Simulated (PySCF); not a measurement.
Computed with PySCF with TPSSh-D3(BJ)/def2-TZVP // CAM-B3LYP-D3(BJ)/def2-TZVP. Isolated molecules, 0 K electronic values unless said otherwise. One relaxed conformer stands for a flexible species; it need not be the lowest. Excitations are Tamm–Dancoff values on a coarser integration grid. The basis has no diffuse functions, so Rydberg states are missing or too high.

Reference species (SMILES): `C=C(Cl)/C=C/[SiH3]` (Cl–C–C–C torsion 0°) (neutral, multiplicity 1).

```
Quantity               Result
-------------------  --------
LUMO                 -1.93 eV
HOMO–LUMO gap         4.67 eV
T1 excitation (TDA)   3.10 eV
S1–T1 gap (TDA)       2.42 eV
```

Changed species: `C(=C/C=C\[SiH3])/Cl` (C–C–C–C torsion 180°).

### Question
What does the change do to the LUMO, HOMO–LUMO gap, T1 excitation (TDA) and S1–T1 gap (TDA)?

### Answer
the LUMO drops by 0.07 eV, to -2.00 eV; the HOMO–LUMO gap decreases by 0.30 eV, to 4.37 eV; the T1 excitation (TDA) falls by 0.19 eV, to 2.91 eV; the S1–T1 gap (TDA) decreases by 0.10 eV, to 2.32 eV.
